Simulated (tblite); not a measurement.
Run record: tight-binding relaxation, `CO[C@](C)(C=[O+])OC=O` [radical].

Computed with GFN2-xTB geometry optimisation, gas phase (tblite 0.8.0). Start geometry: from a force field or distance geometry. The command runs a driver script over a list of jobs; the input below is this job's line of settings and its coordinates in Å.

Command:
```bash
OMP_NUM_THREADS=1 python probes_run.py task.json out
```

Input:
```
{"job": {"kind": "relax", "xc": "GFN2-xTB", "basis": "xTB"}, "charge": 1, "multiplicity": 2}
C      1.650000     1.575700    -0.251500
O      1.343800     0.405200     0.482900
C      0.087000    -0.205700     0.167700
C     -0.052800    -1.347200     1.160600
C      0.175700    -0.779900    -1.260300
O     -0.254000    -0.215200    -2.278000
O     -0.966200     0.758900     0.351600
C     -2.216200     0.363400     0.050700
O     -2.568200    -0.760300    -0.297900
H      2.597400     1.965600     0.105600
H      1.734600     1.359300    -1.319200
H      0.880200     2.346700    -0.083600
H     -0.185500    -0.962200     2.195200
H     -0.899900    -2.007600     0.955400
H      0.845300    -1.971300     1.173900
H      0.729200    -1.726900    -1.340800
H     -2.907400     1.213700     0.177900
```

Output:
```
step      E/eV     max force
  0    -829.44066    4.899
  1    -829.56388    7.254
  2    -829.88304    1.291
  3    -829.92406    0.955
  4    -829.97166    0.578
  5    -829.99327    0.487
  6    -830.00969    0.383
  7    -830.01914    0.328
  8    -830.03089    0.329
  9    -830.03759    0.213
... (87 lines left out)
 97    -830.59587    0.040
 98    -830.59594    0.035
 99    -830.59599    0.021
100    -830.59604    0.017
101    -830.59608    0.017
102    -830.59611    0.017
103    -830.59612    0.011
104    -830.59615    0.012
105    -830.59617    0.010
106    -830.59618    0.006
```

«max force» is the largest atomic force in eV/Å.

Problem. From which step on does the largest force stay under 0.1 eV/Å, and how much energy is left to gain from there?

Solution. From step 62 (0.083 eV/Å), 10.0 meV above the end.

In short: energy lowered by 26.6 kcal/mol over 106 steps; largest atomic force 0.006 eV/Å at the end.

Problem. Where do the atoms end?

Solution. 0.495 Å rms from the input after alignment:
```
atom  x, y, z in Å
C1     1.4442    1.5951   -0.2955
O2     1.2816    0.4097    0.4249
C3     0.1143   -0.2524    0.3881
C4     0.1144   -1.4258    1.3440
C5    -0.1501   -0.7428   -1.1856
O6     0.4100   -0.1175   -2.0523
O7    -1.0257    0.6135    0.6596
C8    -1.9911    0.4641   -0.1812
O9    -1.8736   -0.2703   -1.1495
H10    2.4727    1.9185   -0.1360
H11    1.2999    1.3559   -1.3793
H12    0.7229    2.3710   -0.0194
H13    0.1625   -1.0488    2.3652
H14   -0.7841   -2.0272    1.2341
H15    0.9937   -2.0393    1.1639
H16   -0.3008   -1.8294   -1.2271
H17   -2.8975    1.0379    0.0361
```

On Arm Neoverse N1, one thread, on a shared host, this took 1.1 s wall.
Labels such as C1 count atoms from 1, the log's own numbers from 0.
